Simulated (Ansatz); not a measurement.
Start from `N=C([SiH3])Cl` and change one atom or group to get `N=CCl`.

Ansatz, PBE0-D4/def2-TZVP geometries, multiplicity 1. Each molecule was computed in one conformer, which needn't be the lowest.

| property | `N=C([SiH3])Cl` |
| --- | --- |
| LUMO energy (PBE0/def2-TZVPP) / eV | -1.20 |
| ideal-gas entropy at 298 K and 1 bar (rigid rotor, harmonic PBE0-D4/def2-TZVP) / J/(mol·K) | 318 |
| LUMO energy (PBE/def2-TZVPP) / eV | -2.23 |
| HOMO energy (ωB97M-V/def2-TZVPP) / eV | -10.50 |
| HOMO energy (PBE/def2-TZVPP) / eV | -6.86 |
| HOMO energy (B3LYP/def2-TZVPP) / eV | -8.02 |

**Question.** Give the same properties after the change, and the shifts. (Estimate.)

**Answer.** Ansatz gave: 
| property | `N=CCl` | shift |
| --- | --- | --- |
| LUMO energy (PBE0/def2-TZVPP) / eV | -0.74 | 0.46 |
| ideal-gas entropy at 298 K and 1 bar (rigid rotor, harmonic PBE0-D4/def2-TZVP) / J/(mol·K) | 260 | -58 |
| LUMO energy (PBE/def2-TZVPP) / eV | -1.84 | 0.39 |
| HOMO energy (ωB97M-V/def2-TZVPP) / eV | -10.95 | -0.45 |
| HOMO energy (PBE/def2-TZVPP) / eV | -7.01 | -0.15 |
| HOMO energy (B3LYP/def2-TZVPP) / eV | -8.33 | -0.31 |

With PBE0 the HOMO falls by 0.31 eV and the LUMO rises by 0.46 eV, so the gap widens by about 0.77 eV. PBE moves the HOMO by -0.15 eV and ωB97M-V by -0.45 eV. The zero-point energy changes by -39.3 kJ/mol with -9 modes.

B3LYP here is the variant with VWN-RPA as its local correlation; programs differ in this.
